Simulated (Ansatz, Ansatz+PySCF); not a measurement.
```csv
atom,x (Å),y (Å),z (Å)
C,0.0000,0.0000,0.0000
C,0.0000,0.0000,1.2900
```

Basis set: def2-SVP (spherical functions). Correlated methods keep 2 orbitals frozen. Charge 0, multiplicity 1.

Computed with Ansatz (development build ahead of 0.2.0); each method stands on the lowest determinant of its kind that the runs found. Restricted open shells among the atoms or ions are ROHF, correlated in semicanonical orbitals with singles.

Question: Give the atomization energy at this shape (free ground-state atoms in the same class of orbitals less the molecule, no zero-point energy) of singlet C2 by UHF-MP2, RHF-MP2, RHF, UHF.

Answer:

```tsv
method	atomization energy
UHF-MP2	115.69 kcal/mol
RHF-MP2	86.27 kcal/mol
RHF	46.10 kcal/mol
UHF	92.86 kcal/mol
```

Caution for UHF-MP2, RHF-MP2: bonds are stretched, where a single reference can fail. Caution for UHF-MP2, UHF: the unrestricted determinant is a mixture of spin states. Caution for RHF-MP2, RHF: an unrestricted determinant lies well below. Caution for RHF-MP2: other determinants can give a lower correlated total.
